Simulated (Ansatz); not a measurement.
`CS[SiH2]O` → H₂O + `CS[SiH]`  (silylene formation by 1,1-elimination)

Calculated with Ansatz (gas phase, PBE0-D4/def2-TZVP geometries, no zero-point term in ΔE). CBS: MP2 limit from def2 TZ/QZ plus the TZ coupled-cluster correction, frozen cores. This one scheme is used for every species. DFT in def2-TZVPP. One conformer a species, not always the lowest.

Is it downhill or uphill in electronic energy at CCSD(T)/CBS, and by how much? (An estimate is asked.)

Ansatz gave: Uphill: ΔE = +60.3 kcal/mol.

What do these levels give: r2SCAN-D4, B97M-V, ωB97X-V, ωB97M-V, revPBE, PBE0, HF/def2-SVP, MP2/def2-SVP, HF/def2-TZVPP, SCS-MP2/def2-TZVPP, CCSD(T)/def2-TZVPP, SCS-MP2/def2-QZVPP? (An estimate is asked.)

Computed: r2SCAN-D4 63.3, B97M-V 60.1, ωB97X-V 64.4, ωB97M-V 60.3, revPBE 52.0, PBE0 59.4, HF/def2-SVP 60.4, MP2/def2-SVP 61.0, HF/def2-TZVPP 63.4, SCS-MP2/def2-TZVPP 62.7, CCSD(T)/def2-TZVPP 59.7, SCS-MP2/def2-QZVPP 63.2 kcal/mol.

Largest T1 diagnostic among the species: 0.016.

From r2SCAN to r2SCAN0 (25 % exact exchange), in def2-TZVPP and without D4, ΔE moves by +1.5 kcal/mol. At CCSD(T), def2-SVP lies −4.2 kcal/mol from the extrapolated value and def2-TZVPP −0.6 kcal/mol.
